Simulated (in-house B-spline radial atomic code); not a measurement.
BP86 excitations of the selenium ion Se⁶⁺

Method: BP86. Computed with a B-spline radial code for spherical atoms: linear response of the closed shell [Ar] 3d10 with the functional's adiabatic kernel; scalar-relativistic (spin-free one-electron X2C), finite nucleus, no spin-orbit coupling, no double excitations, S, P, D and F terms only. Only terms of natural parity with L up to 3 were computed.

Command:
```bash
python run_td.py task.json out
```
Settings (radii: box in bohr, nucleus in fm):
```
Z                        34
electrons                28
configuration            [Ar] 3d10
hamiltonian              x2c
method                   b88,p86
box_radius               14.35
rms_radius               4.14
intervals                70
```

Time taken, with all properties: 1 s on 1 thread of Intel(R) Xeon(R) 6975P-C (Granite Rapids), with other jobs on the host.

The lowest states, in the order of their Tamm-Dancoff energies; the method's threshold (minus the highest occupied level) is 139.92 eV. Labels give the largest channel, * marks a mixed state, and oscillator strengths are full-response dipole values. Semilocal kernels can invert the small singlet-triplet splittings of Rydberg terms. Energies in eV:

```tsv
state	full response	Tamm-Dancoff	oscillator strength
3d → 4s 3D	50.35	50.37	-
3d → 4s 1D	51.06	51.07	-
3d → 4p 3P	65.49	65.51	-
3d → 4p 3F	65.64	65.66	-
3d → 4p 1F	?	?	-
3d → 4p 1P	67.35	67.43	0.566
3d → 4d 3S	?	?	-
3d → 4d 3D	88.54	88.55	-
3d → 4d 1D	89.20	89.22	-
3d → 4d 1S	94.41	95.14	-
```

Problem. Where does 3d → 4p 1F lie?

Solution. At 66.09 eV in full response, 66.10 eV in Tamm-Dancoff.

Problem. Where does 3d → 4d 3S lie?

Solution. At 87.67 eV in full response, 87.71 eV in Tamm-Dancoff.

Problem. How large is the singlet-triplet splitting of 3d → 4s (D terms) in Tamm-Dancoff?

Solution. 0.702 eV, from the unrounded values.

Problem. What polarisabilities and dispersion coefficient does the method give?

Solution. Dipole 0.3896 bohr³, quadrupole 0.3711 bohr⁵, C6 0.5718 hartree·bohr⁶ for two such species.
